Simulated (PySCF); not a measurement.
SMILES Oc1cccc(-c2ccccc2)c1, singlet (GFN2-xTB optimised geometry):

```
23

O     -3.467    -1.774    -1.604
C     -2.828    -0.888    -0.790
C     -3.522    -0.002     0.025
C     -2.822     0.879     0.830
C     -1.441     0.888     0.826
C     -0.735     0.002     0.013
C      0.736     0.001     0.007
C      1.445    -1.198     0.000
C      2.828    -1.198     0.000
C      3.524    -0.001     0.000
C      2.829     1.197     0.003
C      1.447     1.198     0.009
C     -1.439    -0.885    -0.791
H     -4.422    -1.671    -1.511
H     -4.604    -0.005     0.028
H     -3.364     1.563     1.466
H     -0.903     1.568     1.469
H      0.906    -2.134     0.015
H      3.365    -2.136     0.001
H      4.604    -0.002    -0.002
H      3.368     2.133    -0.002
H      0.910     2.136    -0.004
H     -0.923    -1.571    -1.445
```

Method: CAM-B3LYP/def2-SVP in PySCF.

What are the frontier orbital energies and the dipole moment?

HOMO-2 -8.48 eV, HOMO-1 -7.92 eV, HOMO -7.51 eV, LUMO 0.39 eV, LUMO+1 1.11 eV; dipole moment 1.33 D.

On the same geometry PBE/def2-SVP (PySCF 2.14.0) gives HOMO-2 -6.25 eV, HOMO-1 -5.74 eV, HOMO -5.33 eV, LUMO -1.52 eV, LUMO+1 -0.96 eV; dipole moment 1.38 D.

Meta-Löwdin charges at CAM-B3LYP/def2-SVP: O1 -0.45, C2 0.23, C3 -0.17, C4 -0.09, C5 -0.14, C6 0.02, C7 0.01, C8 -0.11, C9 -0.10, C10 -0.10, C11 -0.10, C12 -0.11, C13 -0.15, H14 0.32, H15 0.10, H16 0.11, H17 0.10, H18 0.10, H19 0.10, H20 0.10, H21 0.10, H22 0.10, H23 0.11.
